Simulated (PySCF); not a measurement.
Spinor energies of Cu⁻ (copper, charge -1)

Start: [Ar] 3d10 4s2. Calculated with PySCF 2.14 in x2c-TZVPall-2c with one added diffuse shell each of s, p, d type (7s8p5d1f, 63 functions): generalised Hartree-Fock with the X2C-1e Hamiltonian and a Gaussian nucleus; one run each with spin-orbit coupling (SO) switched off, then screened by Boettger's factors.

| spinor shell | electrons | ε, spin-free (eV) | ε, screened SO (eV) | weight of nominal j (screened SO) | rms radius, screened SO (bohr) |
| --- | --- | --- | --- | --- | --- |
| 1s1/2 | 2 | -9042.0 | -9041.8 | 1.000 | 0.0601 |
| 2s1/2 | 2 | -1128.1 | -1128.1 | 1.000 | 0.254 |
| 2p1/2 | 2 | -968.67 | -982.77 | 1.000 | 0.226 |
| 2p3/2 | 4 | -968.67 | -961.82 | 1.000 | 0.229 |
| 3s1/2 | 2 | -134.81 | -134.81 | 1.000 | 0.766 |
| 3p1/2 | 2 | -85.996 | -87.904 | 1.000 | 0.812 |
| 3p3/2 | 4 | -85.996 | -85.074 | 1.000 | 0.823 |
| 3d3/2 | 4 | -7.514 | -7.738 | 1.000 | 1.17 |
| 3d5/2 | 6 | -7.514 | -7.365 | 1.000 | 1.18 |
| 4s1/2 | 2 | -0.568 | -0.569 | 1.000 | 5.06 |

| quantity | spin-free | screened SO |
| --- | --- | --- |
| E (hartree) | -1653.11137 | -1653.15224 |
| M_J | 0 | 0 |
| ⟨J²⟩ | 0.000 | 0.000 |
| ⟨L²⟩ | 0.000 | 0.002 |
| ⟨S²⟩ | 0.000 | 0.002 |

Without spin-orbit coupling the j labels of p, d and f shells carry no meaning; the spin-free column gives the mean over the occupied spinors of each nl shell.
